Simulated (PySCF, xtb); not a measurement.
C₂, SMILES [C]=[C] (connectivity only; charge and spin as stated), neutral, multiplicity 1.

xtb with GFN2-xTB at its own geometry gives an orbital gap of 3.07 eV and a dipole moment of 0.00 D.

Coordinates come from a PBE0-D3(BJ)/def2-TZVPD optimisation.

**Question.** What does PySCF with ωB97X/def2-TZVPD give? (An estimate is asked for; the answer gives what the named calculation found.)

**Answer.** gap 7.09 eV (levels -11.82 and -4.73 eV), dipole 0.00 D.
